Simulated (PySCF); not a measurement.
## F⁻ (fluorine, charge -1) across methods

[Ne], closed-shell 1S. Calculation: PySCF 2.14, in dyall-acv3z; the spin-free X2C one-electron Hamiltonian (Gaussian nucleus).

```tsv
method	E (hartree)	mean ε 1s (eV)	mean ε 2s (eV)	mean ε 2p (eV)	Σ⟨r²⟩ (bohr²)	⟨S²⟩
LDA	-99.3526	-644.55	-16.592	1.281	18.47	0.000
PBE	-99.8993	-649.00	-16.821	1.470	18.57	0.000
M06-L	-99.9600	-655.15	-18.584	1.514	17.01	0.000
UHF	-99.54604	-703.55	-29.330	-4.915	15.98	0.000
revPBE	-99.9609	-649.29	-16.838	1.547	18.57	0.000
CAM-B3LYP	-99.9714	-662.28	-21.475	-1.837	17.67	0.000
BLYP	-99.9925	-649.85	-16.722	1.451	18.70	0.000
r2SCAN	-99.9431	-654.94	-18.176	1.274	17.71	0.000
PBE0	-99.8890	-662.55	-20.025	-0.168	17.51	0.000
```

The highest occupied level is positive at LDA, PBE, M06-L, revPBE, BLYP, r2SCAN: only the finite basis holds that electron, which in a density functional comes from self-interaction.
